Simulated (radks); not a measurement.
Question: Valence configurations of neutral cerium (all share [Xe]). All-electron calculation, Dirac Kohn-Sham, PBE, spin-unpolarised, spherical densities, finite nucleus; open shells fill j = l - 1/2 first; Fermi nuclear charge, rms radius 4.8771 fm. Program: a radial shooting solver on a logarithmic mesh with Libxc functionals. Order these by energy: 5d1 6s1 6p2; 4f1 5d1 6s2; 4f0.5 5d1.5 6s1.5 6p0.5; 4f1 5d3; 4f1 6s2 6p1; 4f1 5d1 6p2; 5d1 6s2 6p1; 4f0.5 5d1.5 6p2; 4f0.5 5d1 6s2 6p0.5.

Answer: From the lowest, in eV above it: 4f1 5d1 6s2 0.000; 4f1 5d3 1.974; 4f1 6s2 6p1 2.240; 4f0.5 5d1.5 6s1.5 6p0.5 2.942; 4f0.5 5d1 6s2 6p0.5 2.980; 4f1 5d1 6p2 4.687; 4f0.5 5d1.5 6p2 6.640; 5d1 6s2 6p1 8.054; 5d1 6s1 6p2 10.904. NIST lists [Xe] 4f1 5d1 6s2 as the ground configuration; this level of theory agrees among the configurations tried. The energies are those of spherical spin-averaged densities, not of single terms. No valid solution was reached for [Xe] 4f3 5d1.
